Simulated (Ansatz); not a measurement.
Two isomers of C3H10Sn: A = `[CH3][SnH]([CH3])[CH3]`, B = `CC[CH2][SnH3]`.

Isolated molecules relaxed with PBE0-D4/def2-TZVP in Ansatz; ΔE leaves out vibrations. CCSD(T)/CBS adds triple-zeta CCSD(T) − MP2 to the extrapolated MP2 energy (def2 sets, frozen cores). Functionals use def2-TZVPP. B3LYP here is the variant with VWN-RPA as its local correlation; programs differ in this. def2 core potentials past Kr. For Sn outer-core shells are correlated without core-valence functions, which leaves a few kJ/mol of doubt a bond. One conformer a species, not always the lowest.

(1) Which isomer does CCSD(T)/CBS put lower? Give the gap. (Estimate.)

(2) Give E(B) − E(A) in kcal/mol with HF/def2-TZVPP, r2SCAN-D4, B2PLYP, B3LYP-D4, PBE0-D4, CCSD(T)/def2-TZVPP, ωB97M-V. (Estimate.)

Largest T1 diagnostic: 0.011.

Answers

(1) The calculation gave: A, by 16.8 kcal/mol.

(2) Computed: HF/def2-TZVPP 12.0, r2SCAN-D4 14.5, B2PLYP 15.1, B3LYP-D4 14.1, PBE0-D4 13.4, CCSD(T)/def2-TZVPP 14.8, ωB97M-V 14.2. None reverses the order clearly.

In def2-TZVPP, CCSD(T) changes the Hartree–Fock value by +2.9 kcal/mol (the triples alone add +0.5 kcal/mol) and MP2 by +4.8 kcal/mol.
